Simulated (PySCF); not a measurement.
**Computed vibrations of [Eu(NH3)3]3+**

[Eu(NH3)3]3+ (singlet in the valence; each metal's 4f electrons, 6 of them, lie in its core potential, out of spins and levels). PySCF 2.14.0, RKS PBE0, Eu lcecp-1-SVP with ECP52, N def2-SVP, H def2-SVP; non-relativistic Hamiltonian with scalar-relativistic core potentials where named; density fitting; no spin-orbit coupling. Central differences of gradients.

```xyz
13

Eu    0.0000    0.0000    0.1986
N     2.3150   -0.0004   -0.5709
H     3.0101   -0.2898    0.1430
H     2.5350   -0.6268   -1.3668
H     2.6865    0.9129   -0.8899
N    -1.1572    2.0050   -0.5709
H    -1.2541    2.7517    0.1430
H    -0.7247    2.5088   -1.3668
H    -2.1338    1.8701   -0.8899
N    -1.1578   -2.0047   -0.5709
H    -1.7560   -2.4620    0.1430
H    -1.8103   -1.8820   -1.3668
H    -0.5526   -2.7830   -0.8899
```

Run from Python with OMP_NUM_THREADS=2. Where DIIS fails, smearing, a level shift and second-order steps follow.
It took 2.3 min on 2 threads of AMD EPYC 9B14 (Zen 4), with other jobs on the host.

Problem. What are the harmonic wavenumbers and infrared intensities?

Solution. Modes are labelled in C3; negative numbers are unstable modes, those under 60 cm⁻¹ near the noise; a finer grid moves soft modes by up to 10 cm⁻¹.
| cm⁻¹ | km/mol | symmetry |
| --- | --- | --- |
| -38 | – | e |
| -38 | – | e |
| -34 | – | a |
| 53 | 10.7 | a |
| 76 | 4.8 | e |
| 76 | 4.8 | e |
| 356 | 0.2 | a |
| 360 | 9.2 | e |
| 360 | 9.2 | e |
| 630 | 0.3 | a |
| 647 | 33.6 | e |
| 647 | 33.6 | e |
| 676 | 72.7 | e |
| 676 | 72.7 | e |
| 677 | 173.7 | a |
| 1412 | 185.6 | e |
| 1412 | 185.6 | e |
| 1418 | 34.2 | a |
| 1604 | 80.6 | a |
| 1606 | 59.0 | e |
| 1606 | 59.0 | e |
| 1609 | 22.3 | e |
| 1609 | 22.3 | e |
| 1610 | 57.6 | a |
| 3349 | 343.8 | e |
| 3349 | 343.8 | e |
| 3358 | 14.4 | a |
| 3418 | 27.7 | e |
| 3418 | 27.7 | e |
| 3419 | 445.4 | a |
| 3427 | 23.9 | a |
| 3429 | 227.0 | e |
| 3429 | 227.0 | e |

Problem. Is this a minimum?

Solution. Probably not: 3 unstable, though so soft as to be near the noise; the lowest moves the atoms so:
```
Eu   0.00  0.00  0.00
N   -0.01 -0.01 -0.02
H   -0.02 -0.20 -0.09
H   -0.06  0.12 -0.14
H    0.06  0.02  0.15
N   -0.01  0.00  0.01
H   -0.42 -0.19  0.14
H    0.23  0.26  0.30
H    0.14 -0.08 -0.43
N    0.00  0.00  0.02
H   -0.21  0.15 -0.06
H    0.20 -0.07 -0.16
H    0.01 -0.10  0.28
```

An lcecp potential fixes the number of 4f electrons, so in runs with it no electron can move into or out of that shell.
